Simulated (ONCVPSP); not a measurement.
Before and after: ONCV potential for Cr (Z = 24)

- Element: chromium
- Generator: ONCVPSP 4.0.1
- Type: optimised norm-conserving Vanderbilt (ONCV)
- Functional: LDA (Perdew-Wang 92)
- Relativity: scalar-relativistic
- Frozen core: [Ne]
- Valence charge: 14
- Reference configuration: 3s2 3p6 3d4 (charge +2)
- Partial waves: 3s: rc 1.10 bohr, ncon 5, nbas 8, qcut 8.4 1/bohr, 2 projectors, debl 3.8 Ha; 3p: rc 1.15 bohr, ncon 4, nbas 7, qcut 11.9 1/bohr, 2 projectors, debl 1 Ha; 3d: rc 1.70 bohr, ncon 4, nbas 8, qcut 9.1 1/bohr, 2 projectors, debl 1.2 Ha
- Local potential: polynomial inside 0.80 bohr (lpopt 4, dvloc0 1 Ha)
- Core correction: polynomial model core, fcfact 0.4

In the p channel the program set the typed energies aside and used -2.442, 0.250 Ha.

Change: d: rc 1.9.

Cutoffs: the cutoffs (Ha) at which the residual kinetic energy of the hardest occupied pseudo-wave falls to 1 and 0.1 mHa per electron; they do not see the model core or the augmentation charge, which bear on the density cutoff. Errors are all-electron minus pseudo energies relative to the spin-unpolarised reference configuration.

Q: Predict the effect on cutoff, ghosts and configuration errors.

A: The potential gets neither clearly harder nor softer (74 Ha and 131 Ha → 74 Ha and 131 Ha); of the 4 tests that both files solve, the error grows in 4 and shrinks in 0 by more than 15 % and 0.3 meV (median size 49.1 → 73.9 meV); neither file shows a bound ghost. More of the atom is replaced by a form fitted at one configuration, so other configurations suffer.

```tsv
quantity	base	changed
cutoff, loose	74 Ha	74 Ha
cutoff, tight	131 Ha	131 Ha
loose cutoff by channel	s 74 Ha, p 26 Ha, d 33 Ha	s 74 Ha, p 26 Ha, d 30 Ha
bound ghosts	none	none
GHOST(+) flags under 300 eV	none	none
error for 3s2 3p6 3d5 4s1, meV [ΔE -23.48 eV]	+5.1	+9.2
error for 3s2 3p6 3d5, meV [ΔE -16.34 eV]	+17	+27
error for 3s2 3p6 3d3, meV [ΔE 31.03 eV]	+81	+120
error for 3s2 3p5 3d5 4s1, meV [ΔE 27.99 eV]	-88	-137
s: phases at 1.11 bohr within 0.05 rad from the reference energy up to (Ha; the scan ends near 5)	to the end of the scan	to the end of the scan
p: phases at 1.17 bohr within 0.05 rad from the reference energy up to (Ha; the scan ends near 5)	to the end of the scan	to the end of the scan
rms error of d²Exc/dni dnj with the model core, mHa	1.07	0.85
```
